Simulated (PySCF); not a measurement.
CH5NOTe, SMILES [Te](OC)N.

The structure is a stationary point at B3LYP-D3(BJ)/def2-SVP. The structure was generated by enumeration, and PubChem lists no compound with its InChIKey, so it may never have been made. The def2 effective core potentials stand for the cores of Te; spin–orbit coupling is left out. One conformer was computed; it need not be the lowest.

These are B3LYP-D3(BJ)/def2-SVP (PySCF) values and carry that method's errors.

Frequencies are harmonic and unscaled.

```json
[
 {"mode": "1", "ν (cm⁻¹)": "81", "IR (km/mol)": "0.9", "Raman (Å⁴/amu)": "2.3", "depolarisation": "0.67", "moving atoms (share of kinetic energy)": "H 31 %, N 29 %, C 25 %, O 11 %"},
 {"mode": "2", "ν (cm⁻¹)": "130", "IR (km/mol)": "1.1", "Raman (Å⁴/amu)": "1.7", "depolarisation": "0.66", "moving atoms (share of kinetic energy)": "H 80 %, N 14 %"},
 {"mode": "3", "ν (cm⁻¹)": "218", "IR (km/mol)": "20.8", "Raman (Å⁴/amu)": "3.0", "depolarisation": "0.56", "moving atoms (share of kinetic energy)": "O 47 %, H 30 %, N 15 %"},
 {"mode": "4", "ν (cm⁻¹)": "274", "IR (km/mol)": "2.3", "Raman (Å⁴/amu)": "2.3", "depolarisation": "0.24", "moving atoms (share of kinetic energy)": "C 37 %, H 27 %, O 22 %, Te 12 %"},
 {"mode": "5", "ν (cm⁻¹)": "429", "IR (km/mol)": "41.6", "Raman (Å⁴/amu)": "4.2", "depolarisation": "0.65", "moving atoms (share of kinetic energy)": "H 89 %"},
 {"mode": "6", "ν (cm⁻¹)": "482", "IR (km/mol)": "212.8", "Raman (Å⁴/amu)": "6.4", "depolarisation": "0.28", "moving atoms (share of kinetic energy)": "N 56 %, H 37 %"},
 {"mode": "7", "ν (cm⁻¹)": "530", "IR (km/mol)": "17.3", "Raman (Å⁴/amu)": "26.7", "depolarisation": "0.23", "moving atoms (share of kinetic energy)": "O 73 %, H 11 %, Te 9 %"},
 {"mode": "8", "ν (cm⁻¹)": "680", "IR (km/mol)": "39.2", "Raman (Å⁴/amu)": "11.9", "depolarisation": "0.32", "moving atoms (share of kinetic energy)": "H 50 %, N 42 %"},
 {"mode": "9", "ν (cm⁻¹)": "906", "IR (km/mol)": "3.9", "Raman (Å⁴/amu)": "2.3", "depolarisation": "0.75", "moving atoms (share of kinetic energy)": "H 93 %"},
 {"mode": "10", "ν (cm⁻¹)": "1082", "IR (km/mol)": "143.9", "Raman (Å⁴/amu)": "7.3", "depolarisation": "0.36", "moving atoms (share of kinetic energy)": "O 50 %, C 46 %"},
 {"mode": "11", "ν (cm⁻¹)": "1168", "IR (km/mol)": "1.6", "Raman (Å⁴/amu)": "3.3", "depolarisation": "0.74", "moving atoms (share of kinetic energy)": "H 76 %, C 19 %"},
 {"mode": "12", "ν (cm⁻¹)": "1178", "IR (km/mol)": "6.3", "Raman (Å⁴/amu)": "3.0", "depolarisation": "0.10", "moving atoms (share of kinetic energy)": "H 73 %, C 20 %"},
 {"mode": "13", "ν (cm⁻¹)": "1451", "IR (km/mol)": "8.7", "Raman (Å⁴/amu)": "14.6", "depolarisation": "0.67", "moving atoms (share of kinetic energy)": "H 92 %"},
 {"mode": "14", "ν (cm⁻¹)": "1460", "IR (km/mol)": "13.9", "Raman (Å⁴/amu)": "18.6", "depolarisation": "0.72", "moving atoms (share of kinetic energy)": "H 94 %"},
 {"mode": "15", "ν (cm⁻¹)": "1478", "IR (km/mol)": "20.3", "Raman (Å⁴/amu)": "17.1", "depolarisation": "0.74", "moving atoms (share of kinetic energy)": "H 94 %"},
 {"mode": "16", "ν (cm⁻¹)": "1538", "IR (km/mol)": "13.8", "Raman (Å⁴/amu)": "5.3", "depolarisation": "0.64", "moving atoms (share of kinetic energy)": "H 92 %, N 8 %"},
 {"mode": "17", "ν (cm⁻¹)": "2965", "IR (km/mol)": "88.4", "Raman (Å⁴/amu)": "146.9", "depolarisation": "0.02", "moving atoms (share of kinetic energy)": "H 97 %"},
 {"mode": "18", "ν (cm⁻¹)": "3029", "IR (km/mol)": "56.4", "Raman (Å⁴/amu)": "69.4", "depolarisation": "0.65", "moving atoms (share of kinetic energy)": "H 90 %, C 10 %"},
 {"mode": "19", "ν (cm⁻¹)": "3076", "IR (km/mol)": "28.4", "Raman (Å⁴/amu)": "217.9", "depolarisation": "0.49", "moving atoms (share of kinetic energy)": "H 91 %, C 9 %"},
 {"mode": "20", "ν (cm⁻¹)": "3514", "IR (km/mol)": "13.2", "Raman (Å⁴/amu)": "142.1", "depolarisation": "0.13", "moving atoms (share of kinetic energy)": "H 96 %"},
 {"mode": "21", "ν (cm⁻¹)": "3625", "IR (km/mol)": "27.8", "Raman (Å⁴/amu)": "70.3", "depolarisation": "0.75", "moving atoms (share of kinetic energy)": "H 91 %, N 9 %"}
]
```
